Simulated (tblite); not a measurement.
A geometry optimisation, step by step.

C7H8O3S.
SMILES with atom numbers: `[CH3:1][S:2](=[O:3])(=[O:4])[O:5][c:6]1[cH:7][cH:8][cH:9][cH:10][cH:11]1` (hydrogens: H12, H13, H14 on C1; H15 on C7; H16 on C8; H17 on C9; H18 on C10; H19 on C11)

Computed with GFN2-xTB (tblite), gas phase: L-BFGS steps from a force-field or distance-geometry start until the largest atomic force falls under 0.01 eV/Å. 5 of its 41 geometries are shown.

Step 0: E = -938.8558 eV, largest atomic force 1.424 eV/Å
```
atom  x, y, z in Å  |  force x, y, z in eV/Å
C1      3.512    0.372    0.184    0.222  -0.431   0.307
S2      1.905    1.075   -0.181    0.165   0.241   0.747
O3      1.854    1.326   -1.592   -0.395   0.250   0.544
O4      1.644    2.112    0.799   -0.083  -0.725  -1.223
O5      1.038   -0.262    0.193    0.085   0.572  -0.242
C6     -0.333   -0.298    0.081   -0.400  -0.279   0.077
C7     -1.139    0.764   -0.329   -0.076   0.159  -0.008
C8     -2.520    0.600   -0.383   -0.067  -0.614   0.154
C9     -3.100   -0.628   -0.040   -0.036   0.398  -0.076
C10    -2.302   -1.685    0.372    0.376   0.174  -0.108
C11    -0.916   -1.521    0.427   -0.474  -0.077   0.032
H12     3.526    0.067    1.235   -0.049   0.108  -0.384
H13     4.253    1.144    0.011   -0.062  -0.039  -0.027
H14     3.676   -0.481   -0.475   -0.072   0.257   0.166
H15    -0.734    1.737   -0.601    0.199  -0.396   0.130
H16    -3.158    1.424   -0.694    0.235  -0.207   0.074
H17    -4.182   -0.746   -0.088    0.342   0.036   0.012
H18    -2.747   -2.643    0.637    0.150   0.283  -0.058
H19    -0.291   -2.348    0.755   -0.061   0.290  -0.116
```

Step 10: E = -938.9639 eV, largest atomic force 0.089 eV/Å
```
atom  x, y, z in Å  |  force x, y, z in eV/Å
C1      3.507    0.361    0.193    0.002   0.024  -0.015
S2      1.897    1.074   -0.176   -0.041  -0.020  -0.011
O3      1.789    1.362   -1.571    0.001  -0.025   0.014
O4      1.595    2.120    0.747   -0.011  -0.018   0.018
O5      1.037   -0.247    0.182   -0.060  -0.023   0.012
C6     -0.340   -0.309    0.089   -0.005  -0.001  -0.006
C7     -1.130    0.755   -0.318    0.017  -0.002  -0.002
C8     -2.508    0.591   -0.379    0.056   0.002  -0.003
C9     -3.096   -0.618   -0.041    0.059   0.019   0.011
C10    -2.297   -1.675    0.365    0.044   0.004   0.003
C11    -0.925   -1.524    0.431    0.029   0.008   0.001
H12     3.523    0.057    1.229   -0.084   0.024   0.015
H13     4.245    1.130    0.012    0.019   0.053  -0.012
H14     3.670   -0.481   -0.464   -0.075  -0.005  -0.040
H15    -0.660    1.690   -0.582   -0.027  -0.025   0.011
H16    -3.131    1.416   -0.694    0.069  -0.009   0.007
H17    -4.168   -0.740   -0.089    0.054   0.037  -0.011
H18    -2.738   -2.624    0.633   -0.021   0.014  -0.006
H19    -0.282   -2.330    0.745   -0.026  -0.056   0.013
```

Step 20: E = -938.9767 eV, largest atomic force 0.025 eV/Å
```
atom  x, y, z in Å  |  force x, y, z in eV/Å
C1      3.480    0.379    0.183    0.011   0.008  -0.002
S2      1.870    1.076   -0.179   -0.019   0.003   0.007
O3      1.742    1.359   -1.573   -0.002  -0.011  -0.013
O4      1.549    2.115    0.746   -0.002  -0.004   0.012
O5      1.053   -0.270    0.192   -0.009  -0.007   0.002
C6     -0.320   -0.333    0.099   -0.013  -0.007  -0.005
C7     -1.092    0.742   -0.311   -0.008  -0.004   0.000
C8     -2.469    0.597   -0.378    0.001  -0.009   0.000
C9     -3.068   -0.604   -0.041   -0.010  -0.004  -0.001
C10    -2.288   -1.673    0.367    0.003   0.000  -0.003
C11    -0.914   -1.543    0.438   -0.016  -0.009   0.001
H12     3.464    0.076    1.221    0.022   0.003  -0.004
H13     4.232    1.135    0.008    0.010   0.023  -0.004
H14     3.615   -0.466   -0.476    0.016   0.001   0.003
H15    -0.613    1.672   -0.571    0.008  -0.003   0.003
H16    -3.076    1.430   -0.699    0.023   0.005   0.004
H17    -4.141   -0.710   -0.097    0.000   0.010  -0.002
H18    -2.749   -2.613    0.630    0.003   0.007  -0.001
H19    -0.286   -2.363    0.751   -0.016  -0.001   0.004
```

Step 30: E = -938.9792 eV, largest atomic force 0.063 eV/Å
```
atom  x, y, z in Å  |  force x, y, z in eV/Å
C1      3.491    0.400    0.178   -0.009  -0.006   0.003
S2      1.861    1.062   -0.174   -0.012   0.016   0.007
O3      1.723    1.341   -1.567    0.011  -0.016  -0.028
O4      1.531    2.098    0.750    0.008  -0.005   0.026
O5      1.056   -0.292    0.201    0.005  -0.020   0.001
C6     -0.318   -0.352    0.101   -0.013  -0.007   0.009
C7     -1.081    0.729   -0.310   -0.002   0.006   0.016
C8     -2.459    0.601   -0.381   -0.004  -0.028   0.011
C9     -3.072   -0.596   -0.047   -0.009  -0.013   0.004
C10    -2.302   -1.673    0.363    0.007   0.016  -0.002
C11    -0.926   -1.556    0.439   -0.014  -0.010   0.012
H12     3.498    0.098    1.216    0.003   0.005  -0.003
H13     4.224    1.175   -0.006   -0.023   0.003  -0.008
H14     3.641   -0.443   -0.481    0.013   0.006   0.000
H15    -0.597    1.656   -0.563    0.026   0.016  -0.013
H16    -3.050    1.447   -0.697   -0.001  -0.040   0.005
H17    -4.146   -0.689   -0.103    0.010   0.000  -0.001
H18    -2.769   -2.611    0.629   -0.002   0.059  -0.023
H19    -0.314   -2.384    0.762    0.004   0.016  -0.015
```

Step 40: E = -938.9802 eV, largest atomic force 0.008 eV/Å
```
atom  x, y, z in Å  |  force x, y, z in eV/Å
C1      3.495    0.407    0.175   -0.003  -0.001   0.000
S2      1.857    1.052   -0.171    0.001   0.000   0.000
O3      1.718    1.329   -1.565   -0.002   0.001   0.000
O4      1.525    2.086    0.756   -0.001  -0.001   0.000
O5      1.057   -0.304    0.204    0.001  -0.007   0.002
C6     -0.318   -0.359    0.107   -0.002   0.000   0.000
C7     -1.076    0.726   -0.306   -0.004   0.000  -0.001
C8     -2.454    0.602   -0.379   -0.004  -0.002   0.000
C9     -3.073   -0.591   -0.047   -0.001  -0.003   0.002
C10    -2.308   -1.671    0.363    0.002   0.002   0.002
C11    -0.932   -1.560    0.443    0.000  -0.002   0.000
H12     3.513    0.109    1.214    0.002   0.002  -0.002
H13     4.210    1.196   -0.015   -0.004  -0.006   0.001
H14     3.657   -0.433   -0.484    0.003   0.003   0.001
H15    -0.585    1.649   -0.563   -0.001   0.005   0.000
H16    -3.045    1.446   -0.699    0.002   0.002  -0.003
H17    -4.147   -0.681   -0.107    0.002   0.002  -0.001
H18    -2.783   -2.604    0.624    0.007   0.004  -0.001
H19    -0.321   -2.390    0.761    0.000  -0.001  -0.001
```

**Question.** Summarise the path.

**Answer.** The energy falls by 2.87 kcal/mol from step 0 to step 40; nine tenths of that is first reached at step 13. It falls at every step. The largest force goes from 1.424 to 0.008 eV/Å. Among the bonds S2=O4 changes most, from 1.451 to 1.428 Å; the atoms move by 0.082 Å rms after alignment.

What follows is the cost of the whole relaxation. The run took 0.36 s wall, 0.65 s CPU on Intel Xeon Platinum 8488C, 2 threads, on a shared host.
